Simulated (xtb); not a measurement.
Job for xtb: GFN-FF on AlBrFH2N (SMILES [NH2][Al]([F])[Br]), a point of a torsion scan.

```
$ xtb mol.xyz --gfnff --sp --chrg 0 --uhf 0
6

N     -1.05692183    -0.03513687    -0.09525566
Al     0.65256749     0.42060130    -0.15039411
F      1.27322898     1.23208822    -1.44199480
Br     2.13318005    -0.10640001     1.45896561
H     -1.43271592    -0.89270737    -0.47529012
H     -1.70614348     0.28556321     0.61089685
```

The log:

```
[...]
           -------------------------------------------------
          |                Calculation Setup                |
           -------------------------------------------------



          ==================== Thresholds ====================
          CN  :   150.00000
          rep :   500.00000
          disp:  2500.00000
          HB1 :   250.00000
          HB2 :   450.00000

          Pauling EN used:
          Z : 1  EN :  2.20
          Z : 7  EN :  3.04
          Z : 9  EN :  3.98
          Z :13  EN :  1.61
          Z :35  EN :  2.96
          electric field strengths (au): 0.000

           -------------------------------------------------
          |           Force Field Initialization            |
           -------------------------------------------------

          distances ...
          ----------------------------------------
          generating topology and atomic info file ...
          pair mat ...
          computing topology distances matrix with Floyd-Warshall algo ...
          making topology EEQ charges ...
          #fragments for EEQ constrain: 1
          ----------------------------------------
          generating topology and atomic info file ...
          pair mat ...
          computing topology distances matrix with Floyd-Warshall algo ...
          making topology EEQ charges ...
          #fragments for EEQ constrain: 1
          rings ...
          # BATM   8
          # H in HB   2
          doing iterative Hueckel for 2 subsystem(s) ...

  atom   neighbors  erfCN metchar sp-hybrid imet pi  qest     coordinates
    1  N       3    2.79   0.00         2    0    0  -0.305   -1.997293   -0.066399   -0.180007
    2  Al      3    2.79   0.01         2    1    0   0.292    1.233174    0.794821   -0.284204
    3  F       1    0.98   0.00         0    0    0  -0.286    2.406054    2.328309   -2.724975
    4  Br      1    0.98   0.00         0    0    0  -0.027    4.031126   -0.201067    2.757045
    5  H       1    0.98   0.00         0    0    0   0.163   -2.707441   -1.686972   -0.898168
    6  H       1    0.98   0.00         0    0    0   0.163   -3.224144    0.539636    1.154428

          #atoms :   6
          #bonds :   5
          #angl  :   6
          #tors  :   5
          #nmol  :   1
          #optfrag :   1
           -------------------------------------------------
          |                   G F N - F F                   |
          |          A general generic force-field          |
          |                  Version 1.0.3                  |
           -------------------------------------------------
          Number of HB bonds (bound hydrogen)     12
          Number of HB bonds (unbound hydrogen)   24
          Number of XB bonds                      0

 E+G (total)                   0 d,  0 h,  0 min,  0.000 sec
 distance/D3 list               ...        0 min,  0.000 sec (  1.089%)
 non bonded repulsion           ...        0 min,  0.000 sec ( 12.595%)
 dCN                            ...        0 min,  0.000 sec (  3.113%)
 EEQ energy and q               ...        0 min,  0.000 sec (  8.656%)
 D3                             ...        0 min,  0.000 sec ( 13.522%)
 EEQ gradient                   ...        0 min,  0.000 sec (  6.249%)
 bonds                          ...        0 min,  0.000 sec (  9.209%)
 bend and torsion               ...        0 min,  0.000 sec ( 13.682%)
 bonded ATM                     ...        0 min,  0.000 sec (  3.881%)
 HB/XB (incl list setup)        ...        0 min,  0.000 sec ( 22.573%)

         :::::::::::::::::::::::::::::::::::::::::::::::::::::
Note: The following floating-point exceptions are signalling: IEEE_UNDERFLOW_FLAG IEEE_DENORMAL
normal termination of xtb
         ::                     SUMMARY                     ::
         :::::::::::::::::::::::::::::::::::::::::::::::::::::
         :: total energy              -0.644216254264 Eh    ::
         :: gradient norm              0.063021987237 Eh/a0 ::
         ::.................................................::
         :: bond energy               -0.631921100813 Eh    ::
         :: angle energy               0.002869692363 Eh    ::
         :: torsion energy             0.001243693764 Eh    ::
         :: repulsion energy           0.042831432666 Eh    ::
         :: electrostat energy        -0.057172387790 Eh    ::
         :: dispersion energy         -0.002065181656 Eh    ::
         :: HB energy                 -0.000000009867 Eh    ::
         :: XB energy                  0.000000000000 Eh    ::
         :: bonded atm energy         -0.000002392931 Eh    ::
         :: external energy            0.000000000000 Eh    ::
         :: add. restraining           0.000000000000 Eh    ::
         :: total charge              -0.000000000000 e     ::
         :::::::::::::::::::::::::::::::::::::::::::::::::::::

           -------------------------------------------------
          |                Property Printout                |
           -------------------------------------------------

molecular dipole:
                 x           y           z       tot (Debye)
 q only:       -0.798      -0.597       0.696       3.089

           -------------------------------------------------
          | TOTAL ENERGY               -0.644216254264 Eh   |
          | GRADIENT NORM               0.063021987237 Eh/α |
           -------------------------------------------------
########################################################################
[WARNING] Runtime exception occurred
-1- gfnff_setup: Could not read topology file.
########################################################################

------------------------------------------------------------------------
------------------------------------------------------------------------
 total:
 SCF:
```

The run finished.

Cost: around 0.010 core-seconds (rough).
